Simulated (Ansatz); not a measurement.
[SmF6]3- (SmF6³⁻). Charge -3, multiplicity 6. Geometry PBE0-D4/def2-SVP, basis def2-TZVP, Ansatz.

```tsv
run	HOMO (eV)	LUMO (eV)
A	4.87	10.50
B	8.44	9.23
C	8.43	8.71
D	8.32	10.06
E	2.40	11.63
F	2.68	10.81
```

In the def2 sets Sm takes a core potential; there is no spin–orbit coupling. With an open 4f shell the SCF may have ended on a state above the lowest. A multiply charged anion in the gas phase is held together partly by the finite basis.

HOMO and LUMO are taken over both spins.

Question: The runs used BHLYP, LDA (SPW92), PBE, PBE0, r2SCAN, ωB97X-V. Estimate which is which.

Answer: A PBE0 (25 % exact exchange); B PBE (0 % exact exchange); C LDA (SPW92) (0 % exact exchange); D r2SCAN (0 % exact exchange); E ωB97X-V (range-separated); F BHLYP (50 % exact exchange). Exact exchange lowers occupied and raises empty levels; among semilocal functionals meta-GGAs tend to open the gap a little, and such runs are hard to tell apart. The gap grows from 0.28 eV (LDA (SPW92)) to 9.23 eV (ωB97X-V). At PBE0-D4/def2-TZVP, PBE-D4/def2-TZVP, LDA (SPW92)/def2-TZVP, r2SCAN-D4/def2-TZVP and others the highest occupied level of the charge -3 sextet lies above zero (up to 8.44 eV). The electron is either unbound and held by the finite basis, or the level is raised by self-interaction error.
